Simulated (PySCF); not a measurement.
# Steps of a relaxation of [Sm(NH3)3]3+

[Sm(NH3)3]3+ (singlet in the valence; each metal's 4f electrons, 5 of them, lie in its core potential, out of spins and levels). PySCF 2.14.0, RKS PBE0, Sm lcecp-1-SVP with ECP51, N def2-SVP, H def2-SVP; non-relativistic Hamiltonian with scalar-relativistic core potentials where named; density fitting; no spin-orbit coupling. Origin of the start: displaced along the imaginary mode. Columns: position (Å) and force (eV/Å). Energies are counted from the last step; some of the 17 steps are shown. Forces carry noise of the integration grid, about 0.01 to 0.03 eV/Å.

Run from Python with OMP_NUM_THREADS=2. Where DIIS fails, smearing, a level shift and second-order steps follow.
It took 5.1 min on 2 threads of Intel(R) Xeon(R) Processor @ 2.50GHz (Skylake/Cascade Lake), on a shared host, from the converged density of the start.

```xyz
13
step 0  E = 0.087 eV
Sm    0.0000    0.0000    0.0194     0.00    0.00    0.01
N     2.4648    0.0010   -0.0557     0.59    0.08   -0.04
H     2.9354   -0.3085    0.8334    -0.20    0.18   -0.56
H     2.8935   -0.6267   -0.7832    -0.17    0.38    0.45
H     2.9148    0.9345   -0.2500    -0.24   -0.65    0.13
N    -1.2332    2.1341   -0.0557    -0.36    0.47   -0.04
H    -1.2005    2.6964    0.8334    -0.06   -0.26   -0.56
H    -0.9040    2.8192   -0.7832    -0.25   -0.34    0.45
H    -2.2667    2.0570   -0.2500     0.68    0.12    0.13
N    -1.2315   -2.1350   -0.0557    -0.22   -0.55   -0.04
H    -1.7349   -2.3879    0.8334     0.26    0.08   -0.56
H    -1.9895   -2.1925   -0.7832     0.42   -0.04    0.45
H    -0.6481   -2.9915   -0.2500    -0.45    0.53    0.13
```

```xyz
13
step 5  E = 0.030 eV
Sm    0.0000    0.0000    0.2727     0.00    0.00    0.05
N     2.4488   -0.0048   -0.0450     0.00    0.01   -0.01
H     2.9986   -0.2964    0.7897    -0.05    0.03   -0.18
H     2.8102   -0.6234   -0.7986     0.00    0.07    0.15
H     2.8603    0.9177   -0.2860     0.01   -0.10    0.04
N    -1.2203    2.1231   -0.0450    -0.01   -0.01   -0.01
H    -1.2427    2.7450    0.7897    -0.01   -0.06   -0.18
H    -0.8652    2.7454   -0.7986    -0.06   -0.04    0.15
H    -2.2249    2.0182   -0.2860     0.08    0.06    0.04
N    -1.2286   -2.1183   -0.0450     0.01    0.00   -0.01
H    -1.7559   -2.4487    0.7897     0.05    0.02   -0.18
H    -1.9450   -2.1220   -0.7986     0.06   -0.03    0.15
H    -0.6354   -2.9359   -0.2860    -0.09    0.04    0.04
```

```xyz
13
step 11  E = 0.002 eV
Sm    0.0000    0.0000    0.6551     0.00    0.00   -0.03
N     2.3652    0.0000   -0.0306     0.03   -0.02    0.06
H     3.0330   -0.2779    0.7144    -0.03    0.00   -0.01
H     2.6229   -0.6361   -0.8068    -0.02   -0.01   -0.02
H     2.7513    0.9089   -0.3445    -0.02    0.02   -0.01
N    -1.1826    2.0483   -0.0306     0.00    0.04    0.05
H    -1.2758    2.7656    0.7144     0.01   -0.03   -0.01
H    -0.7606    2.5896   -0.8068     0.02   -0.01   -0.02
H    -2.1628    1.9283   -0.3445    -0.01   -0.03   -0.01
N    -1.1826   -2.0483   -0.0306    -0.03   -0.02    0.05
H    -1.7571   -2.4877    0.7144     0.02    0.03   -0.01
H    -1.8623   -1.9535   -0.8068     0.01    0.02   -0.02
H    -0.5886   -2.8372   -0.3445     0.03    0.01   -0.01
```

Problem. Where does the relaxation end?

Solution. It converges at step 16 in C3:
```xyz
13
step 16  E = 0
Sm    0.0000    0.0000    0.7430
N     2.3341   -0.0013   -0.0247
H     3.0284   -0.2865    0.6918
H     2.5579   -0.6290   -0.8185
H     2.7032    0.9125   -0.3453
N    -1.1659    2.0221   -0.0247
H    -1.2661    2.7659    0.6918
H    -0.7342    2.5297   -0.8185
H    -2.1419    1.8848   -0.3453
N    -1.1682   -2.0207   -0.0247
H    -1.7623   -2.4794    0.6918
H    -1.8237   -1.9007   -0.8185
H    -0.5613   -2.7973   -0.3453
```

Problem. How did the contacts change?

Solution. 
```csv
contact,start (Å),end (Å)
Sm1–N2 (NH3),2.466,2.457
Sm1–N6 (NH3),2.466,2.457
Sm1–N10 (NH3),2.466,2.457
```


No frequency check is given that shows the relaxed geometry to be a minimum, and it was reached by following one of several unstable modes of a saddle point. An lcecp potential fixes the number of 4f electrons, so in runs with it no electron can move into or out of that shell.
